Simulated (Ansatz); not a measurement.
Coupled-cluster diagnostics for the cluster Mg2F4, Ansatz.

Geometry of the singlet (PBE0-D4/def2-SVP):

```xyz
6

Mg    0.066   -1.283   -0.671
Mg   -0.072    1.281    0.674
F    -0.141    2.840    1.486
F     0.160   -2.834   -1.494
F     0.679   -0.450    0.927
F    -0.692    0.446   -0.922
```

Correlated methods freeze 6 core orbitals; core or outer-core shells of Mg are correlated, in sets that lack core-valence functions. The structure comes from a short search, and lower isomers may exist.

(1) Estimate the CCSD(T) correlation energy, the shares of MP2 and (T), T1 and the reference's ⟨S²⟩ for: charge 0, singlet, own geometry in def2-SVP; charge 1, doublet, vertical in def2-SVP; and the rough time on 4 threads of Arm Neoverse V2 on a shared host.

Results:

(1) 
```csv
state,basis,correlation (eV),MP2 share (%),(T) share (%),T1,⟨S²⟩ (pure),wall time
"charge 0, singlet, own geometry",def2-SVP,-23.111,98.3,1.2,0.012,0.00 (0.00),6 s
"charge 1, doublet, vertical",def2-SVP,-21.656,97.0,1.2,0.012,0.75 (0.75),28 s
```
Customary marks for T1 are 0.02 (closed shells), 0.045 (open shells) and about 0.05 (3d metals). T1 stays under 0.02 throughout.
